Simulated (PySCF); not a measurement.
SMILES C#Cc1cccs1, GFN2-xTB optimised geometry.

```
11

C     -1.97    -2.27     0.00
C     -1.22    -1.33     0.00
C     -0.36    -0.23     0.00
C      1.01    -0.23     0.00
C      1.56     1.07     0.00
C      0.60     2.04     0.00
S     -0.99     1.39     0.00
H     -2.61    -3.10     0.00
H      1.60    -1.13     0.00
H      2.61     1.27     0.00
H      0.74     3.10     0.00
```

Density from PBE/def2-TZVP (PySCF) at that geometry.

Minimum of the electron density along straight lines between bonded atoms, close to the bond critical point (lines longer than 1.1 times the sum of covalent radii, or with two minima, are not listed):

```json
[
 {"bond": "C1–C2", "length / Å": "1.202", "ρ at the minimum / e bohr⁻³": "…", "∇²ρ there / e bohr⁻⁵": "…", "position (fraction from the first atom)": "0.49"},
 {"bond": "C2–C3", "length / Å": "1.398", "ρ at the minimum / e bohr⁻³": "0.301", "∇²ρ there / e bohr⁻⁵": "-0.85", "position (fraction from the first atom)": "0.52"},
 {"bond": "C3–C4", "length / Å": "1.369", "ρ at the minimum / e bohr⁻³": "0.324", "∇²ρ there / e bohr⁻⁵": "-0.92", "position (fraction from the first atom)": "0.52"},
 {"bond": "C4–C5", "length / Å": "1.408", "ρ at the minimum / e bohr⁻³": "0.303", "∇²ρ there / e bohr⁻⁵": "-0.83", "position (fraction from the first atom)": "0.50"},
 {"bond": "C5–C6", "length / Å": "1.359", "ρ at the minimum / e bohr⁻³": "0.330", "∇²ρ there / e bohr⁻⁵": "-0.95", "position (fraction from the first atom)": "0.49"},
 {"bond": "C3–S7", "length / Å": "1.742", "ρ at the minimum / e bohr⁻³": "0.205", "∇²ρ there / e bohr⁻⁵": "…", "position (fraction from the first atom)": "0.48"},
 {"bond": "C6–S7", "length / Å": "1.718", "ρ at the minimum / e bohr⁻³": "0.215", "∇²ρ there / e bohr⁻⁵": "-0.43", "position (fraction from the first atom)": "0.48"},
 {"bond": "C1–H8", "length / Å": "1.049", "ρ at the minimum / e bohr⁻³": "0.298", "∇²ρ there / e bohr⁻⁵": "-1.11", "position (fraction from the first atom)": "0.66"},
 {"bond": "C4–H9", "length / Å": "1.075", "ρ at the minimum / e bohr⁻³": "0.287", "∇²ρ there / e bohr⁻⁵": "-1.02", "position (fraction from the first atom)": "0.65"},
 {"bond": "C5–H10", "length / Å": "1.075", "ρ at the minimum / e bohr⁻³": "0.286", "∇²ρ there / e bohr⁻⁵": "-1.01", "position (fraction from the first atom)": "0.65"},
 {"bond": "C6–H11", "length / Å": "1.072", "ρ at the minimum / e bohr⁻³": "0.289", "∇²ρ there / e bohr⁻⁵": "-1.03", "position (fraction from the first atom)": "0.65"}
]
```

**Question.** Some entries are withheld; supply them.

**Answer.** 
- C1–C2, ρ at the minimum / e bohr⁻³: 0.416
- C1–C2, ∇²ρ there / e bohr⁻⁵: -1.19
- C3–S7, ∇²ρ there / e bohr⁻⁵: -0.38
